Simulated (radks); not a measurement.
The numbers below are computed, except where a source is named.
Ionisation of Be, [He] 2s2, to Be+, [He] 2s1, under several functionals. Dirac Kohn-Sham, spin-unpolarised, spherical densities, finite nucleus; a radial shooting solver on a logarithmic mesh with Libxc functionals.

functional,E(Be) (hartree),Exc (hartree),IE (eV),-e(HOMO) (eV),<r> HOMO (bohr),IE error (eV)
Wu-Cohen GGA,-14.57696,-2.65913,9.468,5.548,2.610,+0.145
revPBE,-14.66732,-2.75803,9.558,5.614,2.603,+0.235
PW91,-14.65087,-2.73924,9.579,5.639,2.604,+0.257
PBEsol,-14.53518,-2.61238,9.458,5.543,2.615,+0.135
HCTH/407,-14.67722,-2.76704,9.663,5.749,2.615,+0.340
exchange-only LDA,-14.22610,-2.27849,8.489,4.627,2.682,-0.834
exchange-only B88,-14.56930,-2.65246,8.878,4.937,2.641,-0.445
"LDA (Slater exchange, VWN5 correlation)",-14.45004,-2.51552,9.513,5.599,2.619,+0.190

NIST Atomic Spectra Database: 9.323 eV (measured). Closest: PBEsol. The Delta-SCF values span 1.17 eV, the total energies 0.45 hartree. The highest occupied level is 2s1/2. Spin polarisation and multiplet splitting are left out, so open shells lie too high by an amount that depends on their filling.

Beside tabulated values, note that spin-unpolarised runs miss the spin-polarisation part of the exchange energy of open shells.
